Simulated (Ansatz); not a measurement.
Start from `OB(F)[SiH2]Br` and change one atom or group to get `O[B](F)[AlH][F]`.

Ansatz, PBE0-D4/def2-TZVP geometries, multiplicity 1. Each molecule was computed in one conformer, which needn't be the lowest.

Scalar relativity is left out up to krypton.

```json
{"property": "HOMO–LUMO gap (PBE0/def2-TZVPP) / eV", "`OB(F)[SiH2]Br`": "7.44"}
{"property": "HOMO–LUMO gap (ωB97M-V/def2-TZVPP) / eV", "`OB(F)[SiH2]Br`": "11.57"}
{"property": "LUMO energy (B3LYP/def2-TZVPP) / eV", "`OB(F)[SiH2]Br`": "-1.17"}
{"property": "HOMO–LUMO gap (PBE/def2-TZVPP) / eV", "`OB(F)[SiH2]Br`": "5.23"}
{"property": "HOMO–LUMO gap (B3LYP/def2-TZVPP) / eV", "`OB(F)[SiH2]Br`": "7.02"}
{"property": "zero-point energy (PBE0-D4/def2-TZVP) / kJ/mol", "`OB(F)[SiH2]Br`": "106.5"}
```

(1) Give the same properties after the change, and the shifts. (Estimate.)

Results:

(1) The calculation gave: 
```csv
property,`O[B](F)[AlH][F]`,shift
HOMO–LUMO gap (PBE0/def2-TZVPP) / eV,5.83,-1.61
HOMO–LUMO gap (ωB97M-V/def2-TZVPP) / eV,9.74,-1.83
LUMO energy (B3LYP/def2-TZVPP) / eV,-2.33,-1.16
HOMO–LUMO gap (PBE/def2-TZVPP) / eV,3.75,-1.48
HOMO–LUMO gap (B3LYP/def2-TZVPP) / eV,5.44,-1.58
zero-point energy (PBE0-D4/def2-TZVP) / kJ/mol,82.3,-24.2
```

With PBE0 the HOMO rises by 0.46 eV and the LUMO falls by 1.14 eV, so the gap narrows by about 1.60 eV. PBE moves the HOMO by 0.47 eV and ωB97M-V by 0.46 eV. The zero-point energy changes by -24.2 kJ/mol with -3 modes.

B3LYP here is the variant with VWN-RPA as its local correlation; programs differ in this.

Spin–orbit coupling is left out; it splits and shifts lone-pair levels of the heavy atoms by tenths of an eV.
